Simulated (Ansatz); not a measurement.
One change: `N=C(N)[SiH2]Cl` becomes `N=C(N)[TeH]`.

Ansatz, PBE0-D4/def2-TZVP geometries, multiplicity 1. Each molecule was computed in one conformer, which needn't be the lowest.

Elements past krypton have def2 core potentials.

| property | `N=C(N)[SiH2]Cl` |
| --- | --- |
| LUMO energy (PBE0/def2-TZVPP) / eV | -0.11 |
| size of the dipole moment (ωB97M-V/def2-TZVPP) / D | 2.71 |
| HOMO energy (B3LYP/def2-TZVPP) / eV | -7.08 |
| HOMO energy (ωB97M-V/def2-TZVPP) / eV | -9.57 |
| HOMO–LUMO gap (PBE0/def2-TZVPP) / eV | 7.20 |
| HOMO energy (PBE/def2-TZVPP) / eV | -6.06 |

(1) Give the same properties after the change, and the shifts. (An estimate is asked.)

## Answers

(1) Computed: 
```tsv
property	`N=C(N)[TeH]`	shift
LUMO energy (PBE0/def2-TZVPP) / eV	-1.07	-0.96
size of the dipole moment (ωB97M-V/def2-TZVPP) / D	1.69	-1.02
HOMO energy (B3LYP/def2-TZVPP) / eV	-6.30	0.78
HOMO energy (ωB97M-V/def2-TZVPP) / eV	-8.65	0.92
HOMO–LUMO gap (PBE0/def2-TZVPP) / eV	5.44	-1.76
HOMO energy (PBE/def2-TZVPP) / eV	-5.42	0.64
```

With PBE0 the HOMO rises by 0.79 eV and the LUMO falls by 0.96 eV, so the gap narrows by about 1.75 eV. PBE moves the HOMO by 0.64 eV and ωB97M-V by 0.92 eV. Dipoles are sizes alone; their direction can turn.

B3LYP here is the variant with VWN-RPA as its local correlation; programs differ in this.

Spin–orbit coupling is left out; it splits and shifts lone-pair levels of the heavy atoms by tenths of an eV.
